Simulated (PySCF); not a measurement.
SMILES Cc1[c]cc(O)cc1, doublet, GFN2-xTB optimised geometry.

```
15

C     -0.27     0.53     0.00
C     -0.78    -0.20    -1.20
C     -1.23     0.48    -2.34
C     -1.69    -0.21    -3.45
C     -1.71    -1.60    -3.47
O     -2.16    -2.31    -4.54
C     -1.26    -2.30    -2.34
C     -0.82    -1.57    -1.28
H     -0.60     0.05     0.91
H     -0.61     1.57     0.00
H      0.82     0.53     0.00
H     -1.23     1.56    -2.34
H     -2.04     0.34    -4.31
H     -2.44    -1.71    -5.24
H     -1.28    -3.37    -2.35
```

Density from unrestricted B3LYP/def2-TZVP (PySCF) at that geometry.

Minimum of the electron density along straight lines between bonded atoms, close to the bond critical point (lines longer than 1.1 times the sum of covalent radii, or with two minima, are not listed):

```json
[
 {"bond": "C1–C2", "length / Å": "1.498", "ρ at the minimum / e bohr⁻³": "0.260", "∇²ρ there / e bohr⁻⁵": "…", "position (fraction from the first atom)": "0.49"},
 {"bond": "C2–C3", "length / Å": "1.395", "ρ at the minimum / e bohr⁻³": "0.314", "∇²ρ there / e bohr⁻⁵": "-0.90", "position (fraction from the first atom)": "0.50"},
 {"bond": "C3–C4", "length / Å": "1.384", "ρ at the minimum / e bohr⁻³": "0.323", "∇²ρ there / e bohr⁻⁵": "-0.96", "position (fraction from the first atom)": "0.50"},
 {"bond": "C4–C5", "length / Å": "1.388", "ρ at the minimum / e bohr⁻³": "0.324", "∇²ρ there / e bohr⁻⁵": "-0.97", "position (fraction from the first atom)": "0.48"},
 {"bond": "C5–O6", "length / Å": "1.362", "ρ at the minimum / e bohr⁻³": "0.294", "∇²ρ there / e bohr⁻⁵": "-0.62", "position (fraction from the first atom)": "0.35"},
 {"bond": "C5–C7", "length / Å": "1.401", "ρ at the minimum / e bohr⁻³": "0.313", "∇²ρ there / e bohr⁻⁵": "-0.91", "position (fraction from the first atom)": "0.52"},
 {"bond": "C2–C8", "length / Å": "1.371", "ρ at the minimum / e bohr⁻³": "0.328", "∇²ρ there / e bohr⁻⁵": "-0.98", "position (fraction from the first atom)": "0.49"},
 {"bond": "C7–C8", "length / Å": "1.357", "ρ at the minimum / e bohr⁻³": "0.336", "∇²ρ there / e bohr⁻⁵": "-1.02", "position (fraction from the first atom)": "0.49"},
 {"bond": "C1–H9", "length / Å": "1.088", "ρ at the minimum / e bohr⁻³": "0.281", "∇²ρ there / e bohr⁻⁵": "-0.97", "position (fraction from the first atom)": "0.64"},
 {"bond": "C1–H10", "length / Å": "1.087", "ρ at the minimum / e bohr⁻³": "0.281", "∇²ρ there / e bohr⁻⁵": "-0.97", "position (fraction from the first atom)": "0.64"},
 {"bond": "C1–H11", "length / Å": "1.090", "ρ at the minimum / e bohr⁻³": "0.279", "∇²ρ there / e bohr⁻⁵": "-0.95", "position (fraction from the first atom)": "0.64"},
 {"bond": "C3–H12", "length / Å": "1.081", "ρ at the minimum / e bohr⁻³": "0.288", "∇²ρ there / e bohr⁻⁵": "-1.03", "position (fraction from the first atom)": "0.64"},
 {"bond": "C4–H13", "length / Å": "1.083", "ρ at the minimum / e bohr⁻³": "0.284", "∇²ρ there / e bohr⁻⁵": "-1.00", "position (fraction from the first atom)": "0.64"},
 {"bond": "O6–H14", "length / Å": "0.965", "ρ at the minimum / e bohr⁻³": "…", "∇²ρ there / e bohr⁻⁵": "…", "position (fraction from the first atom)": "0.80"},
 {"bond": "C7–H15", "length / Å": "1.078", "ρ at the minimum / e bohr⁻³": "0.288", "∇²ρ there / e bohr⁻⁵": "-1.03", "position (fraction from the first atom)": "0.65"}
]
```

What belongs in the gaps?


- C1–C2, ∇²ρ there / e bohr⁻⁵: -0.69
- O6–H14, ρ at the minimum / e bohr⁻³: 0.360
- O6–H14, ∇²ρ there / e bohr⁻⁵: -2.43
